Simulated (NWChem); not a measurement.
Molecule: ammonia borane (BNH6); SMILES [BH3-][NH3+]

Results from NWChem. Pople sets run with spherical d functions. All runs use the structure optimised with PBE-D3(BJ)/def2-SVP. Total energies compare along this basis series because the functional is fixed.

```tsv
level	basis functions	energy (Ha)	highest occupied level (eV)	orbital gap (eV)	dipole (D)
Hartree-Fock/STO-3G	16	-81.5911	-9.33	23.18	5.95
Hartree-Fock/3-21G	30	-82.1634	-10.87	16.28	6.08
Hartree-Fock/6-31G*	40	-82.6077	-10.98	15.50	5.81
Hartree-Fock/6-31+G*	48	-82.6111	-11.12	12.25	5.75
Hartree-Fock/6-311G**	72	-82.6413	-11.13	14.09	5.71
Hartree-Fock/6-311++G**	86	-82.6418	-11.14	11.76	5.66
```
